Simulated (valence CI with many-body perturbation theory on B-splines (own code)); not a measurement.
Results of a calculation; reference values are marked as such.
Sensitivity of CI+MBPT for Ta41+

Level of theory: configuration interaction combined with many-body perturbation theory (CI+MBPT): four valence electrons over a frozen Dirac-Fock core [Ar] 3d10, radial functions for each j: 6 s, 6 p, 5 d, 3 f, 1 g, with the one-electron correlation potential Σ1, the two-electron term Σ2, the three-electron term Σ3, Breit, model QED; selected CI, second order for the rest (own B-spline code, finite nucleus).

The last digits are not significant, and no measured levels were compared; by estimate large intervals hold to a few tenths of a per cent, small ones and those within an open d or f shell to about a per cent.

The reference run has the lowest level (4s^2 4p1/2^2) J=0 and an ionisation energy of 2054.78 eV. Its largest variational space holds 9989 state functions.

Levels are named by their leading jj configuration (3d3/2^4 stands for four electrons in 3d with j = 3/2), which in mixed levels can hold well under half, so a name can repeat and another be missing. Letters in brackets count levels of one name in rising energy.

Changed runs:
A. correlating orbitals by l 3 3 3 2 1 → 4 6 1 3 2
B. Davidson tolerance 2e-05 → 0.0003; highest l with Σ1, explicit Σ2 and valence Breit (higher l get mean screening factors) 3 → 1
C. orbitals per symmetry with explicit Σ2 and valence Breit (the others get mean screening factors) 5 → 2
D. Davidson tolerance 2e-05 → 0.03 (bad on purpose)

Excitation energies of the reference run in cm⁻¹, and shifts in cm⁻¹:

| Level | Reference | A | B | C | D |
| --- | --- | --- | --- | --- | --- |
| (4s^2 4p1/2 4p3/2) J=1 | 684208 | +19 | +135 | +25 | 0 |
| (4s^2 4p1/2 4p3/2) J=2 | 718221 | +29 | +160 | +27 | 0 |
| (4s^2 4p3/2^2) J=2 | 1428090 | +49 | +182 | +57 | 0 |
| (4s 4p1/2^2 4p3/2) J=2 | 1438730 | -34 | -152 | +6.8 | 0 |
| (4s^2 4p3/2^2) J=0 | 1501710 | +68 | -77 | +72 | 0 |
| (4s 4p1/2^2 4p3/2) J=1 | 1554890 | +31 | -618 | +19 | 0 |
| (4s^2 4p1/2 4d3/2) J=2 | 1890830 | -4.5 | -31488 | -20 | +0.1 |
| (4s^2 4p1/2 4d3/2) J=1 | 2033940 | +3.3 | -32972 | +9.2 | +0.1 |
| (4s 4p1/2 4p3/2^2) J=2 [a] | 2045040 | -49 | -14396 | +10 | 0 |
| (4s^2 4p1/2 4d5/2) J=3 | 2088360 | -22 | -23677 | +3.9 | +0.1 |
| (4s^2 4p1/2 4d5/2) J=2 | 2175270 | -2.5 | -20159 | +30 | +0.1 |
| (4s 4p1/2 4p3/2^2) J=3 | 2201980 | +4.0 | -10596 | +32 | +2.6 |
| Ionisation energy (eV) | 2054.78 | -0.0049 | -0.025 | +0.021 | 0 |
